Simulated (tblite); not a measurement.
Compound: C₅H₁₁NO₂Si.
Cartesian coordinates in Å at the GFN2-xTB level; atoms count from 1:
```xyz
20
C5H11NO2Si angstrom
O      4.265   -0.111    0.180
C      3.550    0.834    0.335
O      2.256    0.847    0.182
Si     1.436   -0.530   -0.299
N     -0.099    0.136   -0.636
C     -1.161   -0.708   -1.134
C     -2.091   -0.928    0.068
C     -1.868    0.319    0.941
C     -0.777    1.110    0.198
H      3.924    1.830    0.637
H      1.973   -1.031   -1.557
H      1.579   -1.497    0.795
H     -0.762   -1.634   -1.541
H     -1.695   -0.173   -1.928
H     -1.794   -1.830    0.602
H     -3.128   -1.038   -0.242
H     -1.523    0.037    1.935
H     -2.776    0.910    1.050
H     -1.238    1.861   -0.454
H     -0.076    1.607    0.864
```

Computed with GFN2-xTB (tblite): harmonic, unscaled wavenumbers at the GFN2-xTB geometry, gas phase. Against measured fundamentals such values can be off by several per cent, at times by over 20. Modes of hydrogen on silicon can be 10 to 20 % off. One conformer, not necessarily the lowest.

Harmonic wavenumbers (cm⁻¹): 47.1, 55.8, 59.9, 77.3, 103.9, 158.3, 230.3, 289.9, 335.4, 537.7, 578.2, 623.4, 632.7, 659.8, 714.6, 744.2, 787.9, 810.5, 850.3, 871.2, 951.9, 959.8, 982.2, 996.1, 1079.9, 1096.7, 1107.8, 1160.8, 1178.4, 1189.2, 1214.5, 1221.8, 1275.6, 1290.8, 1306.7, 1311.8, 1336.9, 1369.6, 1473.0, 1484.9, 1488.1, 1502.9, 1782.4, 2222.2, 2333.4, 2791.3, 2906.5, 2908.4, 2994.1, 3009.9, 3012.5, 3019.8, 3026.1, 3026.5.

A = 3941, B = 715.3, C = 659.2 MHz; mass 145.056 u (most abundant isotopes); point group C1, symmetry number 1.

Q: What is the zero-point energy?

A: ½Σν̃ = 34590 cm⁻¹ = 413.79 kJ/mol.

Q: What is S at 298.15 K and 1 bar for an ideal gas of classical rigid rotors and harmonic oscillators?

A: Translation 170.93, rotation 123.59, vibration 138.23: S = 432.7 J/(mol K).

Q: And Cp and H(298.15 K) − H(0)?

A: Cp = 161.39 J/(mol K), of which vibrations give 128.14 (their classical limit is 54 R = 449.0); H(298.15 K) − H(0) = 29.94 kJ/mol without the zero-point energy, 20.03 from vibrations.

Q: Blend soft modes into free rotors: weight 1/[1 + (100 cm⁻¹/ν̃)⁴] for the oscillator and the rest for a rotor with moment μB/(μ + B), μ = h/(8π²ν), B = 10⁻⁴⁴ kg m². What vibrational entropy results?

A: 120.67 J/(mol K) in place of 138.23, which changes −T·S at 298.15 K by +5.24 kJ/mol.

Q: How do the functions run with temperature in this model?

A: 
| T (K) | S (J/(mol K)) | Cp (J/(mol K)) | H − H(0) (kJ/mol) | G − H(0) (kJ/mol) | ln q(vib) |
| --- | --- | --- | --- | --- | --- |
| 50 | 257.0 | 65.9 | 2.38 | -10.47 | 0.90 |
| 100 | 309.2 | 85.0 | 6.20 | -24.72 | 2.67 |
| 373.15 | 472.7 | 195.8 | 43.35 | -133.04 | 10.56 |
| 500 | 537.4 | 247.2 | 71.56 | -197.15 | 13.93 |
| 750 | 652.4 | 319.1 | 143.05 | -346.24 | 20.41 |
| 1000 | 751.0 | 365.1 | 228.98 | -521.97 | 26.52 |

q(vib) and H(0) count from the zero-point level.

Q: What must be added to the electronic energy to get the Gibbs energy at 298.15 K and 1 bar?

A: ZPE + [H(298.15 K) − H(0)] − T·S = 413.79 + 29.94 − 129.02 = 314.71 kJ/mol.

Q: Which modes carry the vibrational entropy at 298.15 K?

A: 47.1 cm⁻¹: 20.65; 55.8 cm⁻¹: 19.25; 59.9 cm⁻¹: 18.66; 77.3 cm⁻¹: 16.56; 103.9 cm⁻¹: 14.14; 158.3 cm⁻¹: 10.75 J/(mol K); the other 48 give 38.21 together.

Hindered rotation and anharmonicity are outside this model. Other conformers, if any are populated, would add a mixing term that is left out. The structure is chiral; the term R ln 2 for an equal mix with its mirror image is left out.

Time: 1.4 s wall. Hardware: one thread, Arm Neoverse N1 (aarch64), no GPU, on a shared host. The figure is for the frequency step alone.
